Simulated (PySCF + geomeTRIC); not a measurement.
A geometry relaxed with TPSSh-D3(BJ)/def2-TZVP in PySCF + geomeTRIC, charge 0, multiplicity 1:

```xyz
11

H      0.2092    -1.0893     1.2447
H     -0.9672    -0.1652    -1.4553
H     -1.0243     1.0946     1.3931
H     -0.0893     1.7134    -0.0469
C     -0.5063     0.8577     0.4713
H      1.3930    -0.1910    -1.2922
H     -1.9106    -0.8155    -0.0436
H      2.2373    -0.1031     0.1026
C     -1.0334    -0.2769    -0.3787
C      0.2476    -0.4478     0.3706
N      1.4819    -0.5965    -0.3656
```

Task: Write the SMILES of this molecule.

Result: `NC1CC1`
